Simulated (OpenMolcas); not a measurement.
## neutral silicon: effect of the active space

```yaml
Program: OpenMolcas 26.06
Method: CASSCF or its RAS form
Basis: ANO-RCC-VTZP
Scalar_Hamiltonian: DKH2, point nucleus
Spin-orbit_coupling: RASSI with atomic mean-field integrals over the reference wave functions, term energies averaged over their components
```

A. 2 electrons in 3 orbitals (3p); 2S+1 = 3 even, 3 roots; 2S+1 = 1 even, 6 roots; cost of the order of 1.6 core-seconds
B. 4 electrons in 4 orbitals (3s 3p); 2S+1 = 3 even, 3 roots; 2S+1 = 1 even, 6 roots; 2S+1 = 5 odd, 1 root; 2S+1 = 3 odd, 8 roots; cost about 8 core-seconds
C. 4 electrons in 8 orbitals (3s 3p 4s 4p); 2S+1 = 3 even, 3 roots; 2S+1 = 1 even, 6 roots; 2S+1 = 5 odd, 1 root; 2S+1 = 3 odd, 8 roots; cost about 10 core-seconds
D. 4 electrons in 9 orbitals (RAS2 3s 3p; RAS3 3d, at most 2 electrons); 2S+1 = 3 even, 3 roots; 2S+1 = 1 even, 6 roots; 2S+1 = 5 odd, 1 root; 2S+1 = 3 odd, 8 roots; 2S+1 = 1 odd, 5 roots; cost of the order of 17 core-seconds

Energies in cm-1 above 3s2 3p2 3P0, the measured ground level; measured values from NIST Handbook of Basic Atomic Spectroscopic Data.

```csv
Level,A,B,C,D,Measured
3s2 3p2 3P0,0.0,0.0,0.0,0.0,0.0
3s2 3p2 3P1,67.0,66.8,63.0,66.9,77.1
3s2 3p2 3P2,197,195,184,196,223
3s2 3p2 1D2,8745,8848,8261,8693,6299
3s2 3p2 1S0,21343,15569,14207,19438,15394
```

Deviations, from unrounded energies. A percentage is the sum of absolute deviations over the sum of measured energies, with the sign that they share, or ± where signs differ.

| Against measurement | Levels | A | B | C | D |
| --- | --- | --- | --- | --- | --- |
| mean absolute deviation (cm-1) | 4 | 2100 | 690 | 800 | 1600 |
| fine structure of the ground term (%) | 2 | -12.2 | -12.9 | -17.8 | -12.4 |
| other terms of the ground configuration (%) | 2 | +38.7 | +12.6 | ±14.5 | +29.7 |

B lies closest to measurement on these levels and A furthest from it. The largest miss of B in the table is 3s2 3p2 1D2, by +2500 cm-1. The ranking rests on the paired levels alone, and a cruder setting can come out closer through cancelling errors.

Among A to D the level of the table that moves most is 3s2 3p2 1S0, by 7100 cm-1 (lowest in C, highest in A).

Without dynamic correlation excited terms often stand tens of per cent too high (terms of higher spin than the ground term too low), and those without a measured partner can miss by more than the paired ones. With the s shell closed, the reference lacks s² → p² mixing (holds for A). Active for correlation alone: 4p 4s; no level in the range computed is led by a configuration that fills them, so any true level of that kind is missing (holds for C). The run also gave levels led by 3s2 3p 3d, which use shells meant for correlation; these and all levels above them are left out (holds for D). Computed and measured levels are paired by configuration, term and J; levels that our copy of the source lacks, or whose pairing is in doubt (as where it misses far off the trend of its configuration), stay unpaired and out of the deviations. Only configurations of the active space appear. The table leaves out levels that lie high or whose names do not pair safely across all columns.
